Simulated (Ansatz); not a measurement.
`[O]=[Nb]([Cl])([Cl])[Cl]` at its PBE0-D4/def2-TZVP geometry, where that method's forces vanish. Total charge 0; spin multiplicity 1. Nb: def2 effective core potential.

```xyz
5

O    -1.1269    0.6443    1.1813
Nb   -0.0512    0.0293    0.0537
Cl    1.0674   -1.6903    1.0315
Cl   -1.2579   -0.6874   -1.7338
Cl    1.3685    1.7041   -0.5328
```

What forces (eV/Å) does ωB97M-V/def2-TZVPP give on these atoms in the Gaussian-basis code of Ansatz? (An estimate is asked.)

Computed: 
```
O1   0.306 -0.175 -0.321
Nb2 -0.404  0.231  0.423
Cl3  0.070 -0.100  0.047
Cl4 -0.059 -0.044 -0.108
Cl5  0.087  0.089 -0.041
```
